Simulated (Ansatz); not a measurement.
## Molecular dynamics of H₄CO

Input file:

```yaml
crystal:
  lattice:
    - [7.380323, 0.0, 0.0]
    - [0.0, 7.380323, 0.0]
    - [0.0, 0.0, 7.380323]
  atoms:
    - { symbol: C, position: [0.11570181, 0.00405061, 0.02060296] }
    - { symbol: O, position: [0.08244463, 0.01290133, 0.21939423] }
    - { symbol: H, position: [0.0373848, -0.11001688, -0.02942329] }
    - { symbol: H, position: [0.17868105, 0.0798691, 0.27890195] }
    - { symbol: H, position: [0.06956322, 0.12980692, -0.04243114] }
    - { symbol: H, position: [0.25601772, -0.02651558, -0.00612686] }
    - { symbol: C, position: [0.41528746, 0.61961612, 0.10755154] }
    - { symbol: O, position: [0.55826862, 0.71464684, 0.19280984] }
    - { symbol: H, position: [0.4221749, 0.64033133, -0.03938486] }
    - { symbol: H, position: [0.55378559, 0.7010171, 0.32391659] }
    - { symbol: H, position: [0.40975884, 0.47714066, 0.14025288] }
    - { symbol: H, position: [0.2826672, 0.6694699, 0.14837531] }
    - { symbol: C, position: [0.68365745, 0.22656725, 0.09431621] }
    - { symbol: O, position: [0.58913327, 0.2224171, -0.07219586] }
    - { symbol: H, position: [0.60593696, 0.29807423, 0.19668717] }
    - { symbol: H, position: [0.6469102, 0.12997768, -0.15054117] }
    - { symbol: H, position: [0.70181205, 0.08127024, 0.14697271] }
    - { symbol: H, position: [0.82190397, 0.28907311, 0.07818066] }
    - { symbol: C, position: [0.32151661, 0.33143972, 0.51239416] }
    - { symbol: O, position: [0.26450385, 0.312588, 0.70491807] }
    - { symbol: H, position: [0.1989542, 0.35291841, 0.43672358] }
    - { symbol: H, position: [0.37335888, 0.28631083, 0.77511338] }
    - { symbol: H, position: [0.41918846, 0.43494545, 0.50379937] }
    - { symbol: H, position: [0.3810104, 0.20693989, 0.45291854] }
    - { symbol: C, position: [0.2274209, 0.78215863, 0.62676889] }
    - { symbol: O, position: [0.09243715, 0.66470132, 0.70049061] }
    - { symbol: H, position: [0.19118287, 0.91979555, 0.65813676] }
    - { symbol: H, position: [0.14418028, 0.54673847, 0.7100587] }
    - { symbol: H, position: [0.35578578, 0.75111738, 0.68945832] }
    - { symbol: H, position: [0.23015611, 0.78098774, 0.48060305] }
    - { symbol: C, position: [0.75120527, 0.90620115, 0.55338586] }
    - { symbol: O, position: [0.71992658, 0.71867534, 0.58207432] }
    - { symbol: H, position: [0.62454163, 0.96186265, 0.49805626] }
    - { symbol: H, position: [0.83933771, 0.67210842, 0.62003302] }
    - { symbol: H, position: [0.77070119, 0.97287495, 0.68169953] }
    - { symbol: H, position: [0.86207285, 0.92490057, 0.46035901] }
basis:
  ecutwfc: 500.0
kpoints:
  mp_grid: { grid: [1, 1, 1] }
hamiltonian:
  xc: r2scan
  dispersion: d3bj
scf:
  occupations: { method: fermi_dirac, width: 0.02 }
  lower_state_search: "off"
md:
  timestep: 0.75
  n_steps: 30
  ensemble: nvt_langevin
  temperature: 250.0
  initial_velocities: maxwell_boltzmann
  seed: 82152
  friction: 0.02
```

Run as:

```bash
$ ansatz run input.yaml --threads 1 --pin off --max-ram 3072MiB --backend cpu --events-out ev --progress --plain --runs-dir out
```

It goes on from the last frame of an earlier run, with new velocities.

Output, in part (one step line in 2):

```
md step     0: t =     0.00 fs  T =   243.1 K  F+E_penalty+E_count = -5304.75078574 eV  E_kin = 1.131025 eV  (9 SCF iters)
md step     2: t =     1.50 fs  T =   236.4 K  F+E_penalty+E_count = -5304.72301490 eV  E_kin = 1.100132 eV  (8 SCF iters)
md step     4: t =     3.00 fs  T =   213.3 K  F+E_penalty+E_count = -5304.56980436 eV  E_kin = 0.992550 eV  (8 SCF iters)
md step     6: t =     4.50 fs  T =   236.3 K  F+E_penalty+E_count = -5304.67140240 eV  E_kin = 1.099416 eV  (6 SCF iters)
md step     8: t =     6.00 fs  T =   213.5 K  F+E_penalty+E_count = -5304.51049010 eV  E_kin = 0.993556 eV  (7 SCF iters)
md step    10: t =     7.50 fs  T =   185.5 K  F+E_penalty+E_count = -5304.38835009 eV  E_kin = 0.863414 eV  (8 SCF iters)
md step    12: t =     9.00 fs  T =   219.5 K  F+E_penalty+E_count = -5304.47486008 eV  E_kin = 1.021231 eV  (6 SCF iters)
md step    14: t =    10.50 fs  T =   232.7 K  F+E_penalty+E_count = -5304.48012714 eV  E_kin = 1.083008 eV  (6 SCF iters)
md step    16: t =    12.00 fs  T =   231.1 K  F+E_penalty+E_count = -5304.45265283 eV  E_kin = 1.075295 eV  (7 SCF iters)
md step    18: t =    13.50 fs  T =   291.8 K  F+E_penalty+E_count = -5304.68298127 eV  E_kin = 1.357975 eV  (6 SCF iters)
md step    20: t =    15.00 fs  T =   270.1 K  F+E_penalty+E_count = -5304.61876314 eV  E_kin = 1.256893 eV  (8 SCF iters)
md step    22: t =    16.50 fs  T =   244.1 K  F+E_penalty+E_count = -5304.50879798 eV  E_kin = 1.136034 eV  (6 SCF iters)
md step    24: t =    18.00 fs  T =   236.1 K  F+E_penalty+E_count = -5304.49693624 eV  E_kin = 1.098605 eV  (6 SCF iters)
md step    26: t =    19.50 fs  T =   210.2 K  F+E_penalty+E_count = -5304.40097292 eV  E_kin = 0.978293 eV  (6 SCF iters)
md step    28: t =    21.00 fs  T =   222.5 K  F+E_penalty+E_count = -5304.44925431 eV  E_kin = 1.035420 eV  (6 SCF iters)
md step    30: t =    22.50 fs  T =   236.6 K  F+E_penalty+E_count = -5304.54279816 eV  E_kin = 1.101131 eV  (8 SCF iters)
```

All steps were run. A run of 0.022 ps of so small a system gives no equilibrium averages. Limits of this set-up: coarse k mesh.

Mean squared displacements from the first frame to the last, about the centre of mass: C 0.01 Å², O 0.02 Å², H 0.04 Å².

Last frame:

```xyz
36
Lattice="7.3803 0.0000 0.0000 0.0000 7.3803 0.0000 0.0000 0.0000 7.3803" Properties=species:S:1:pos:R:3
C 0.836 -0.080 0.166
O 0.753 0.004 1.578
H 0.207 -0.930 -0.087
H 1.399 0.573 1.983
H 0.430 0.846 -0.278
H 1.837 -0.284 -0.202
C 3.074 4.551 0.809
O 4.108 5.254 1.524
H 3.266 4.607 -0.257
H 4.353 4.941 2.410
H 2.769 3.572 1.099
H 2.135 5.157 0.899
C 4.951 1.668 0.741
O 4.280 1.528 -0.590
H 4.313 2.206 1.447
H 4.837 0.929 -1.118
H 5.105 0.634 1.073
H 5.987 2.155 0.652
C 2.395 2.564 3.805
O 1.862 2.353 5.120
H 1.570 2.832 3.225
H 2.585 2.053 5.701
H 3.149 3.321 3.799
H 2.757 1.615 3.404
C 1.589 5.770 4.650
O 0.695 4.807 5.126
H 1.113 6.729 4.684
H 1.164 3.935 5.225
H 2.483 5.763 5.297
H 1.842 5.604 3.638
C 5.522 6.730 4.185
O 5.339 5.344 4.193
H 4.625 7.214 3.793
H 6.189 5.020 4.495
H 5.606 7.043 5.206
H 6.351 7.005 3.542
```

Time of the run: 16 min on 1 thread of Arm Neoverse V1 (shared host), peak memory 1.1 GiB.
